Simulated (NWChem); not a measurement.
C2H7NSi; SMILES C/C=N\[SiH3]

```xyz
11

C      0.6644     1.9038     0.2441
C     -0.5814     1.1777    -0.2046
N     -0.7788    -0.0667    -0.3474
Si     0.2319    -1.4674    -0.1098
H      1.4901     1.2238     0.4677
H      0.9823     2.6100    -0.5346
H      0.4423     2.5039     1.1366
H     -1.4228     1.8529    -0.4336
H      0.2978    -2.1851    -1.4086
H      1.6359    -1.2384     0.3584
H     -0.4452    -2.3311     0.8912
```
Atoms are numbered in this order, from 1.

The geometry was optimised at B3LYP/6-31G* (spherical d).

Give the principal values of the shielding tensors (ppm) of C1, C2, N3, Si4 from PBE0/pcSseg-1, GIAO (NWChem), with their diamagnetic and paramagnetic parts as GIAO splits them.


| atom | σ11 | σ22 | σ33 | isotropic | diamagnetic | paramagnetic |
|---|---|---|---|---|---|---|
| C1 | 130.8 | 155.5 | 185.7 | 157.3 | 251.5 | -94.2 |
| C2 | -103.9 | -16.1 | 122.7 | 0.9 | 252.8 | -251.9 |
| N3 | -472.2 | -138.0 | 274.9 | -111.7 | 329.3 | -441.0 |
| Si4 | 397.0 | 397.7 | 474.2 | 423.0 | 880.8 | -457.9 |
